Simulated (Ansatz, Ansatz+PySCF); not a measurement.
```xyz
5

C     0.0000    0.0000    0.0000
H     0.5833    0.5833    0.5833
H     0.5833   -0.5833   -0.5833
H    -0.5833    0.5833   -0.5833
H    -0.5833   -0.5833    0.5833
```

Basis set: def2-SVP (spherical functions). Correlated methods keep 1 orbital frozen. Charge 0, multiplicity 1.

Computed with Ansatz (development build ahead of 0.2.0); each method stands on the lowest determinant of its kind that the runs found. Restricted open shells among the atoms or ions are ROHF, correlated in semicanonical orbitals with singles.

(1) Give the atomization energy at this shape (free ground-state atoms in the same class of orbitals less the molecule, no zero-point energy) of singlet CH4 by RHF-CCSD(T), RHF-MP2, RHF, UHF.

Results:

(1)

| method | atomization energy |
| --- | --- |
| RHF-CCSD(T) | 16.90 eV |
| RHF-MP2 | 16.77 eV |
| RHF | 13.91 eV |
| UHF | 13.80 eV |

Caution: the shape is not the minimum.
